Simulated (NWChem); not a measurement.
C₂H₃ClFNSi; SMILES Cl[SiH2][C@H](C#N)F

```xyz
9

N      2.0948    -1.7905    -0.2550
C      1.0238    -1.4585     0.0860
C     -0.3164    -1.0179     0.4625
F     -1.2825    -1.9552     0.0805
Si    -0.8198     0.6311    -0.4120
Cl     0.5081     2.1091     0.1742
H     -0.3556    -0.8866     1.5682
H     -2.2029     0.9636     0.0524
H     -0.7570     0.4186    -1.8904
```
Atoms are numbered in this order, from 1.

Results from NWChem. Pople sets run with spherical d functions. Coordinates come from a PBE-D3(BJ)/def2-SVP optimisation. Vzz is the largest principal value of the second derivative of the potential at the nucleus (NWChem prints the opposite sign); η is the asymmetry. Non-relativistic.

Q: Predict the results for CAM-B3LYP/6-31G*. Quantities: Vzz N1 (a.u.); η N1; Vzz Cl6 (a.u.); η Cl6.

A: 
| Quantity | Result |
|---|---|
| Vzz N1 (a.u.) | -0.781 |
| η N1 | 0.34 |
| Vzz Cl6 (a.u.) | 2.187 |
| η Cl6 | 0.07 |
